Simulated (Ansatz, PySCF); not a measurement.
Gas-phase reaction (SMILES): O[Si](Br)(Br)Br [tribromo(hydroxy)silane] + F (HF) -> F[Si](Br)(Br)Br + O (H2O); hydrogen fluoride cleaves one Si-O bond, a model of a ligand-exchange step.

Geometries: B3LYP-D3(BJ)/def2-TZVP minima from Ansatz (a first-principles code), one conformer each, not searched for the lowest. Cores are frozen in the correlated levels unless marked. Spin-orbit coupling is left out. Frozen are the shells of the preceding noble gas and the d and f shells that filled before the atom's block. Non-relativistic. CBS(X,Y): correlation extrapolated as X^-3; Hartree-Fock from the larger set. [CCSD(T)-MP2]/basis is that difference in the basis named. Thermal terms are rigid-rotor harmonic-oscillator values from B3LYP-D3(BJ) frequencies (Ansatz or PySCF) at 298.15 K and 1 atm. 1 Eh = 627.5095 kcal/mol.

```
species          E, RI-MP2/CBS(def2-TZVPPD,def2-QZVPPD)+[CCSD(T)-MP2]/def2-TZVPPD (Ansatz) (Eh)  E, r2SCAN-D4/def2-TZVPD (Ansatz + dftd4) (Eh)  H - E (Eh)
---------------  ------------------------------------------------------------------------------  ---------------------------------------------  ----------
O[Si](Br)(Br)Br                                                                     -8083.09662                                    -8087.93640     0.02646
F (HF)                                                                               -100.39405                                     -100.44728     0.01259
F[Si](Br)(Br)Br                                                                     -8107.12452                                    -8111.97379     0.01475
O (H2O)                                                                               -76.37797                                      -76.42298     0.02495
```

**Question.** Work out ΔE and ΔH at 298.15 K at the first level, then ΔH at the second.

**Answer.** 
1. ΔE = [(-8107.12452) + (-76.37797)] - [(-8083.09662) + (-100.39405)] = -0.01182 Eh = -7.4 kcal/mol at RI-MP2/CBS(def2-TZVPPD,def2-QZVPPD)+[CCSD(T)-MP2]/def2-TZVPPD.
2. The terms H - E add up to 0.00065 Eh, so ΔH = (-0.01182 + (0.00065))×627.5095 = -7.0 kcal/mol.
3. At r2SCAN-D4/def2-TZVPD the same steps give ΔE = -8.2 and ΔH = -7.8 kcal/mol, a shift of -0.8 from the first level.
4. These values are not checked against measurement here, since the tables used lack a sound gas-phase enthalpy of formation for at least one species.
